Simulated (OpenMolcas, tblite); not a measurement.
# How methods differ on CH3NOSi (SMILES N#CO[SiH3])

The species is CH3NOSi (7 atoms), meant as a singlet with charge 0. As SMILES, `N#CO[SiH3]`. Geometry: relaxed at GFN2-xTB.

```xyz
7

N     1.9369   -1.4035    1.4778
C     1.0681   -1.0831    0.8062
O     0.1091   -0.7721    0.0626
Si   -0.6407    0.5940   -0.4848
H    -1.6532   -0.0427   -1.3103
H    -1.1607    1.3217    0.6681
H     0.3405    1.3857   -1.2195
```

Each level gives the dipole moment (D). The values are calculated.

```tsv
level	kind	program	value (D)	CPU time
GFN2-xTB	semi-empirical	tblite	4.65	under 2 s
GFN1-xTB	semi-empirical	tblite	3.92	under 2 s
IPEA1-xTB	semi-empirical	tblite	4.48	under 2 s
HF/ANO-RCC-MB (DKH2)	Hartree–Fock	OpenMolcas	4.57	2.8 s
HF/STO-3G	Hartree–Fock	OpenMolcas	4.94	1.8 s
HF/3-21G	Hartree–Fock	OpenMolcas	5.24	2 s
HF/def2-SVP	Hartree–Fock	OpenMolcas	5.11	4.7 s
PBE/cc-pVDZ	GGA	OpenMolcas	4.71	26 s
PBE0/6-31G	global hybrid	OpenMolcas	5.31	12 s
B3LYP/6-31G* (spherical functions)	global hybrid	OpenMolcas	4.89	20 s
```

The values span 3.92 to 5.31 D. Sets without polarisation functions give poor dipoles. CPU times are rough (shared hosts, several kinds of processor): they show what a rung costs within a factor of a few.
